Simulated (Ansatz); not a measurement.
Q: Predict a relaxed structure of Hf3O6, charge 0, singlet, at PBE-D4/def2-SVP (Ansatz).

A: 
```xyz
9

Hf   -0.0194    2.0596   -0.5815
Hf   -1.6410   -1.2083   -0.4051
Hf    1.8716   -0.8543    0.5554
O    -1.9980   -2.0749   -1.9314
O     0.1667   -1.7715    0.1659
O     1.5835    0.9575   -0.1991
O    -1.4259    0.7033   -0.8661
O    -0.4849    2.9073    0.9241
O     1.9473   -0.7186    2.3378
```
Point group Cs (tolerance 0.1 Å). This is one stationary point.

In the def2 sets Hf takes a core potential; there is no spin–orbit coupling. The structure comes from a short search, and lower isomers may exist.
